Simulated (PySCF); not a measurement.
Computed IR spectrum (relative IR intensity) of a molecule C3H7NSi. Geometry optimised at B3LYP-D3(BJ)/def2-SVP. The values are those of a single conformer. These are B3LYP-D3(BJ)/def2-SVP in PySCF 2.14.0 values and carry that method's errors. Frequencies are harmonic and unscaled.

ν (cm⁻¹): 233 (w), 274 (m), 608 (w), 713 (w), 721 (w), 813 (m), 891 (w), 909 (w), 933 (m), 952 (vs), 987 (s), 1023 (vw), 1215 (m), 1361 (vs), 1407 (m), 1501 (m), 2065 (m), 2215 (s), 2225 (m), 2237 (s), 3080 (w), 3138 (vw), 3154 (vw), 3640 (m) (against the strongest line: vs over 80 %, s over 45 %, m over 15 %, w over 4 %, vw less)

**Question.** Which structure fits?
A) C[C@@H]1N=C[SiH2]1
B) NC=C=C[SiH3]
C) C#C[SiH2]NC
D) C=C=CN[SiH3]

**Answer.** D, C=C=CN[SiH3]
